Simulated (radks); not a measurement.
Values are calculated unless marked as measured or tabulated.
Q: These are the eigenvalues of the occupied orbitals of an atom or ion with whole-number occupations (hartree). Level of theory: scalar-relativistic Kohn-Sham, revPBE, spin-unpolarised, spherical densities, finite nucleus; Fermi nuclear charge, rms radius of each element as measured or else 0.836 A^(1/3) + 0.57 fm (a radial shooting solver on a logarithmic mesh with Libxc functionals).

| orbital | eigenvalue |
|---|---|
| 1s | -2002.310 |
| 2s | -470.0099 |
| 2p | -443.1625 |
| 3d | -182.2263 |

Which element is it, and in what charge state? The configuration may be excited.

A: Z = 63, europium, charge +56: Eu56+ in 1s1 2s2 2p3 3d1. The list shows which subshells hold electrons but not how many an open one holds; the 1s level, -2002.3 hartree, gives Z - s = 63.3 by -(Z - s)^2/2, which with screening and relativity narrows Z to a few neighbours, and the depths of the outer levels then fix element, charge and occupations together.
